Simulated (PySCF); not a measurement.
Cl2H2HfS2, multiplicity 1. Atoms are numbered in the order given.

```xyz
7

Hf     0.0445     0.0158     0.0165
Cl     0.6985     1.9215    -1.1972
Cl     1.0964    -0.1605     2.1081
S      0.3943    -2.0148    -1.2634
H      0.1352    -1.3262    -2.4173
S     -2.3662     0.0752     0.3126
H     -2.3024     1.2824     0.9544
```
Charge 0, spin multiplicity 1.

Coordinates come from a PBE-D3(BJ)/def2-SVP optimisation. The spin state was assumed, not searched. The structure was generated by enumeration; whether it is a known compound was not checked. The def2 effective core potentials stand for the cores of Hf; spin–orbit coupling is left out. Other conformers were not sampled.

The numbers are results of ωB97X/def2-TZVP run with PySCF, not measurements.

ESP charges are fitted to the potential on shells at 1.4 to 2.0 van der Waals radii. Atomic charges (e):

```csv
atom,Löwdin,ESP fit,Mulliken
Hf1,-0.31,0.65,1.07
Cl2,0.05,-0.22,-0.32
Cl3,0.06,-0.18,-0.32
S4,0.03,-0.26,-0.40
H5,0.08,0.17,0.19
S6,0.02,-0.36,-0.40
H7,0.07,0.20,0.17
```
